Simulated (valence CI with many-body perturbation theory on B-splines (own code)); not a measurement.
**In: electric-dipole lines**

Level of theory: configuration interaction combined with many-body perturbation theory (CI+MBPT): three valence electrons over a frozen Dirac-Fock core [Kr] 4d10, radial functions for each j: 11 s, 11 p, 9 d, 7 f, 5 g, 2 h, 1 i, with the one-electron correlation potential Σ1 (screened to all orders), the two-electron term Σ2, the three-electron term Σ3, Breit, model QED; selected single and double excitations, second order for the rest (own B-spline code, finite nucleus).

Against 12 measured levels this calculation errs by 138 cm⁻¹ on average and by 460 at most. These come from a selection out of the NIST Handbook of Basic Atomic Spectroscopic Data. Levels without a partner in it may be off by more.

Lines 1 to 50 of 70 in falling wavelength, among levels below 42003 cm⁻¹, chosen from the strongest by gf and those to the six lowest levels. Wavelengths and rates use the calculated energies, so an error of 100 cm⁻¹ moves a line at 24180 Å by 2.4 % and its rate by three times that or more. Electric multipoles are in the length gauge, E1 and E2 with the static RPA response of the core. Weak lines are less certain than strong ones. Lines between different terms over intervals too small for the method are left out, as are lines whose strength nearly cancels and 5 of this kind that miss the measured wavelength by over 7 %. The highest levels of a list are the least certain.

| λ vac (Å) | λ from measured levels | Upper | Lower | A (s⁻¹) | S (a.u.) with core polarisation | S without |
| --- | --- | --- | --- | --- | --- | --- |
| 48540 |  | 5s2.7d 2D_3/2 | 4f.5s2 2F°_5/2 | 2.06e+05 | 4.66e+01 | 4.66e+01 |
| 47920 |  | 5s2.7d 2D_5/2 | 4f.5s2 2F°_5/2 | 9.36e+03 | 3.05e+00 | 3.05e+00 |
| 47920 |  | 5s2.7d 2D_5/2 | 4f.5s2 2F°_7/2 | 1.87e+05 | 6.10e+01 | 6.11e+01 |
| 39480 |  | 5s2.7p 2P°_1/2 | 5s2.7s 2S_1/2 | 2.49e+06 | 1.52e+02 | 1.52e+02 |
| 37870 |  | 5s2.7p 2P°_3/2 | 5s2.7s 2S_1/2 | 2.72e+06 | 2.92e+02 | 2.92e+02 |
| 36450 |  | 4f.5s2 2F°_7/2 | 5s.5p2 4P_5/2 | 7.10e+04 | 1.36e+01 | 1.36e+01 |
| 36450 |  | 4f.5s2 2F°_5/2 | 5s.5p2 4P_5/2 | 4.74e+03 | 6.79e-01 | 6.79e-01 |
| 35980 |  | 5s2.8p 2P°_1/2 | 5s2.6d 2D_3/2 | 1.54e+05 | 7.09e+00 | 7.10e+00 |
| 35920 |  | 5s2.8p 2P°_3/2 | 5s2.6d 2D_5/2 | 1.15e+05 | 1.05e+01 | 1.05e+01 |
| 35310 |  | 5s2.8p 2P°_3/2 | 5s2.6d 2D_3/2 | 1.05e+04 | 9.14e-01 | 9.15e-01 |
| 34940 |  | 5s2.7d 2D_3/2 | 5s2.7p 2P°_3/2 | 3.25e+05 | 2.74e+01 | 2.74e+01 |
| 34620 |  | 5s2.7d 2D_5/2 | 5s2.7p 2P°_3/2 | 1.89e+06 | 2.32e+02 | 2.32e+02 |
| 33660 |  | 5s2.7d 2D_3/2 | 5s2.7p 2P°_1/2 | 1.56e+06 | 1.18e+02 | 1.18e+02 |
| 30550 |  | 5s2.7p 2P°_1/2 | 5s.5p2 4P_3/2 | 5.28e+03 | 1.49e-01 | 1.49e-01 |
| 29580 |  | 5s2.7p 2P°_3/2 | 5s.5p2 4P_3/2 | 4.81e+02 | 2.46e-02 | 2.45e-02 |
| 24180 | 23890 | 5s2.7s 2S_1/2 | 5s2.6p 2P°_3/2 | 6.15e+06 | 8.58e+01 | 8.57e+01 |
| 23910 |  | 4f.5s2 2F°_5/2 | 5s.5p2 4P_3/2 | 2.29e+04 | 9.26e-01 | 9.27e-01 |
| 23160 |  | 5s2.7p 2P°_1/2 | 5s.5p2 4P_1/2 | 7.92e+01 | 9.71e-04 | 9.61e-04 |
| 22600 |  | 5s2.7p 2P°_3/2 | 5s.5p2 4P_1/2 | 6.85e+01 | 1.56e-03 | 1.52e-03 |
| 22570 | 22300 | 5s2.7s 2S_1/2 | 5s2.6p 2P°_1/2 | 3.38e+06 | 3.84e+01 | 3.83e+01 |
| 20500 |  | 5s2.8p 2P°_3/2 | 5s.5p2 4P_5/2 | 1.65e+04 | 2.81e-01 | 2.81e-01 |
| 18100 |  | 5s2.8p 2P°_1/2 | 5s2.7s 2S_1/2 | 4.54e+05 | 2.65e+00 | 2.66e+00 |
| 17930 |  | 5s2.8p 2P°_3/2 | 5s2.7s 2S_1/2 | 5.85e+05 | 6.65e+00 | 6.67e+00 |
| 16860 |  | 5s2.7p 2P°_1/2 | 5s2.5d 2D_3/2 | 7.62e+05 | 3.60e+00 | 3.61e+00 |
| 16610 |  | 5s2.7p 2P°_3/2 | 5s2.5d 2D_5/2 | 5.61e+05 | 5.08e+00 | 5.10e+00 |
| 16550 |  | 5s2.7p 2P°_3/2 | 5s2.5d 2D_3/2 | 6.11e+04 | 5.47e-01 | 5.49e-01 |
| 15960 |  | 5s2.8p 2P°_1/2 | 5s.5p2 4P_3/2 | 3.62e+03 | 1.45e-02 | 1.45e-02 |
| 15830 |  | 5s2.8p 2P°_3/2 | 5s.5p2 4P_3/2 | 3.02e+02 | 2.36e-03 | 2.35e-03 |
| 14660 |  | 4f.5s2 2F°_7/2 | 5s2.5d 2D_5/2 | 1.65e+07 | 2.05e+02 | 2.05e+02 |
| 14660 |  | 4f.5s2 2F°_5/2 | 5s2.5d 2D_5/2 | 1.10e+06 | 1.03e+01 | 1.03e+01 |
| 14610 |  | 4f.5s2 2F°_5/2 | 5s2.5d 2D_3/2 | 1.54e+07 | 1.43e+02 | 1.43e+02 |
| 14530 | 14420 | 5s2.6d 2D_3/2 | 5s2.6p 2P°_3/2 | 1.61e+06 | 9.75e+00 | 9.77e+00 |
| 14430 | 14320 | 5s2.6d 2D_5/2 | 5s2.6p 2P°_3/2 | 9.32e+06 | 8.29e+01 | 8.30e+01 |
| 13930 | 13830 | 5s2.6d 2D_3/2 | 5s2.6p 2P°_1/2 | 7.89e+06 | 4.21e+01 | 4.22e+01 |
| 13680 |  | 5s2.8p 2P°_1/2 | 5s.5p2 4P_1/2 | 1.68e+02 | 4.25e-04 | 4.23e-04 |
| 13630 | 13430 | 5s2.6p 2P°_1/2 | 5s2.6s 2S_1/2 | 1.52e+07 | 3.79e+01 | 3.81e+01 |
| 13580 |  | 5s2.8p 2P°_3/2 | 5s.5p2 4P_1/2 | 1.55e+02 | 7.65e-04 | 7.49e-04 |
| 13100 | 12920 | 5s2.6p 2P°_3/2 | 5s2.6s 2S_1/2 | 1.67e+07 | 7.41e+01 | 7.44e+01 |
| 11790 |  | 5s2.8s 2S_1/2 | 5s2.6p 2P°_3/2 | 2.04e+06 | 3.30e+00 | 3.29e+00 |
| 11390 |  | 5s2.8s 2S_1/2 | 5s2.6p 2P°_1/2 | 1.16e+06 | 1.69e+00 | 1.68e+00 |
| 11200 |  | 5s2.8p 2P°_1/2 | 5s2.5d 2D_3/2 | 8.61e+04 | 1.20e-01 | 1.21e-01 |
| 11160 |  | 5s2.8p 2P°_3/2 | 5s2.5d 2D_5/2 | 4.82e+04 | 1.32e-01 | 1.35e-01 |
| 11140 |  | 5s2.8p 2P°_3/2 | 5s2.5d 2D_3/2 | 5.11e+03 | 1.39e-02 | 1.42e-02 |
| 10370 |  | 5s2.7d 2D_3/2 | 5s2.6p 2P°_3/2 | 6.46e+05 | 1.42e+00 | 1.43e+00 |
| 10350 |  | 5s2.7d 2D_5/2 | 5s2.6p 2P°_3/2 | 3.90e+06 | 1.28e+01 | 1.28e+01 |
| 10070 |  | 5s2.7d 2D_3/2 | 5s2.6p 2P°_1/2 | 3.33e+06 | 6.72e+00 | 6.73e+00 |
| 6992 |  | 5s2.7p 2P°_1/2 | 5s2.6s 2S_1/2 | 1.13e+06 | 3.83e-01 | 3.93e-01 |
| 6940 |  | 5s2.7p 2P°_3/2 | 5s2.6s 2S_1/2 | 1.65e+06 | 1.09e+00 | 1.11e+00 |
| 5782 |  | 5s2.8p 2P°_1/2 | 5s2.6s 2S_1/2 | 3.11e+05 | 5.94e-02 | 6.21e-02 |
| 5764 |  | 5s2.8p 2P°_3/2 | 5s2.6s 2S_1/2 | 5.12e+05 | 1.94e-01 | 2.00e-01 |
